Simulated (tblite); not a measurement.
disilazane (H7NSi2), singlet, at a GFN2-xTB geometry; GFN1-xTB in tblite.

Input for tblite:
```
$ tblite run mol.xyz --method gfn1 --charge 0 --spin 0 --grad --json tblite.json --no-restart

# file mol.xyz
10

Si     1.49303295    -0.29467355     0.37775681
N      0.07177708    -0.11245754    -0.59500001
Si    -1.52266963     0.35803387    -0.10940318
H      2.60085977    -0.44841929    -0.56612732
H      1.61644865     0.91435503     1.18804151
H      1.41022821    -1.47096761     1.25316965
H      0.11743383    -0.57014488    -1.49085173
H     -2.18929653    -0.69189990     0.67169837
H     -2.25767966     0.60314487    -1.35098125
H     -1.38552039     1.56409001     0.70310006
```

**Question.** Predict the main parts of the log of this tblite run.

**Answer.** 
```
xTB calculator
 | screened Coulomb repulsion
 | Coulomb electrostatics
 |  * isotropic Klopman-Ohno-Mataga-Nishimoto electrostatics
 |  * onsite third-order electrostatics
 | DFT-D3(BJ) dispersion correction

halogen bonding energy    0.0000000000000E+00 Eh
repulsion energy          1.0049744913185E-01 Eh
dispersion energy        -3.0740816078673E-03 Eh
number of electrons       2.0000000000000E+01 e
integral cutoff           2.8146159136829E+01 bohr

------------------------------------------------------------
  cycle        total energy    energy error   density error
------------------------------------------------------------
      1     -10.68955881084  -1.0786982E+01   4.5705292E-01
      2     -10.75922177441  -6.9662964E-02   2.2741560E-01
      3     -10.76051773889  -1.2959645E-03   7.4579875E-02
      4     -10.76052848671  -1.0747825E-05   8.5770982E-03
      5     -10.76056258114  -3.4094424E-05   1.2912825E-03
      6     -10.76056403275  -1.4516185E-06   3.3864788E-04
      7     -10.76056418026  -1.4750866E-07   1.4619114E-04
      8     -10.76056421600  -3.5732951E-08   1.2139133E-05
------------------------------------------------------------

electronic energy        -1.0857987583520E+01 Eh
total energy             -1.0760564215996E+01 Eh

Post processing:
 | Mayer-Wiberg bond orders

[Info] Tight-binding results written to 'tblite.txt'
[Info] JSON dump of results written to 'tblite.json'
```
